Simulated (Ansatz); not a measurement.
Complex (SMILES): N (NH3) with F (HF), atoms 1 to 4 the first; geometry from B3LYP-D3(BJ)/def2-TZVP, monomers rigid:
```xyz
6

N     -0.5698    -0.2403    -0.1194
H     -0.4344     0.5969    -0.6751
H     -0.4917     0.0187     0.8578
H      0.1864    -0.8813    -0.3329
F     -2.9138    -1.3411    -0.6221
H     -2.0588    -0.9396    -0.4388
```

The counterpoise-corrected interaction energy at CCSD(T) with Ansatz (a first-principles code), in kcal/mol, split into its Hartree-Fock and correlation parts. Cores are frozen. No added dispersion term, no relativity. Functions are those of the species that has most. These sets lack the diffuse functions that weak bonds need.

| basis | X | functions | Hartree-Fock | CCSD(T) |
|---|---|---|---|---|
| cc-pVDZ | 2 | 48 | -10.95 | -10.32 |
| cc-pVTZ | 3 | 116 | -11.28 | -12.01 |
| cc-pVQZ | 4 | 230 | -11.48 | -12.94 |

Worked estimate of the basis-set limit from each neighbouring pair, with Hartree-Fock from the larger set and the correlation part extrapolated as X^-3.
Correlation parts: X = 2: 0.63, X = 3: -0.73, X = 4: -1.46.
- (2,3): (27·(-0.73) - 8·(0.63))/19 = -1.30; with Hartree-Fock -11.28 the estimate is -12.58 kcal/mol.
- (3,4): (64·(-1.46) - 27·(-0.73))/37 = -1.99; with Hartree-Fock -11.48 the estimate is -13.47 kcal/mol.
The last two estimates differ by 0.89 kcal/mol; the largest set lies 0.53 from the last. Over the last step Hartree-Fock moves by -0.20 and the correlation part by -0.73.
